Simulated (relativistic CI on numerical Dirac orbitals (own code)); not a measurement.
**Tm2+: q coefficients and field-shift factors**

Method of calculation: Dirac-Coulomb-Breit CI, separate exchange-only KLI orbitals for each configuration, valence Slater integrals scaled by 0.85, P86 correlation energy added to each configuration, derivatives by finite differences, QED left out (own radial code, finite nucleus).

Configurations in the expansion (outside the closed core [Kr] 4d10 5s2): 4f13 5p6, 4f12 5p6 6s, 4f12 5p6 5d, 4f12 5p6 6p, 4f11 5p6 6s2, 4f12 5p6 5f, 4f13 5p5 5d, 4f12 5p6 6d. Levels of other configurations are missing.

With x = (α/α₀)² − 1 an excitation energy changes as ω = ω₀ + qx; K = 2q/ω₀ is the relative enhancement. Terms are leading LS components, so labels can repeat. The field-shift factor is F = δν/δ⟨r²⟩ for the transition from the lowest level.

Lowest level 4f12 5p6 5d 4F_9/2.

```csv
Level,ω₀ (cm⁻¹),q (cm⁻¹),F (GHz/fm²)
4f13 5p6 2F°_7/2,170.9,36260,-13.2
4f12 5p6 5d 2K_15/2,3107.3,44.19,-0.0273
4f12 5p6 5d 4G_11/2,3426.2,393.5,0.0955
4f12 5p6 5d 4K_17/2,3748.3,1365,0.339
4f12 5p6 5d 4F_7/2,4450.4,2196,0.327
4f12 5p6 6s 4H_13/2,5191.6,-16350,22.3
4f12 5p6 6s 2H_11/2,5871.8,-15780,21.7
4f12 5p6 5d 4H_13/2,6067.8,163.8,0.268
4f12 5p6 5d 4I_15/2,7308.8,1429,0.38
4f12 5p6 5d 4G_9/2,7453.3,2483,0.314
4f12 5p6 5d 2H_11/2,7718.8,330,0.833
4f12 5p6 5d 4H_13/2,7970.9,1870,0.363
4f13 5p6 2F°_5/2,8577.8,43730,-12.8
```

Correlation outside the listed configurations is missing or only estimated: errors of thousands of cm⁻¹ between configurations and terms are usual at this charge. Rates and lifetimes follow the computed energies and can be off by large factors. The fine structure of a lone outer electron comes out too small, for d and f at times inverted, and misplaced configurations move strength between like terms. The computed lowest level isn't the tabulated ground level, which NIST ASD gives as 4f13 2F°7/2.

Task: Which transition from the lowest level has the largest |K|?

Result: 4f13 5p6 2F°_7/2 at 170.9 cm⁻¹, K = 424.
